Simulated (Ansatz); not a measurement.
Program: Ansatz. Geometries: PBE0-D4/def2-TZVP. ΔE: electronic, gas phase. CCSD(T)/CBS adds triple-zeta CCSD(T) − MP2 to the extrapolated MP2 energy (def2 sets, frozen cores). For Se outer-core shells are correlated without core-valence functions, which leaves a few kJ/mol of doubt a bond. Scalar relativity is left out up to krypton. Each species was taken in one conformer, which may not be the lowest.

Consider the ligand exchange at the Si–N bond: `O[Si](O)(F)N[SiH2]F` + H₂Se → `O[Si](O)(F)[SeH]` + `N[SiH2]F`.

| level | ΔE (kJ/mol) |
| --- | --- |
| MP2/def2-TZVPP | 21.4 |
| CCSD(T)/def2-TZVPP | 26.9 |

Problem. What does CCSD(T)/CBS give? (An estimate is asked.)

Solution. Ansatz gave: +21.1 kJ/mol. The listed levels differ from it by 0.3, 5.8 kJ/mol.

Largest T1 diagnostic among the species: 0.011.

From PBE to PBE0 (25 % exact exchange), in def2-TZVPP and without D4, ΔE moves by +5.1 kJ/mol. The D4 term adds +3.2 kJ/mol with B3LYP and +2.2 kJ/mol with PBE0; it sums over pairs of atoms, weighted by their polarisabilities, and B3LYP, whose exchange is more repulsive, gets the larger term.

B3LYP here is the variant with VWN-RPA as its local correlation; programs differ in this.
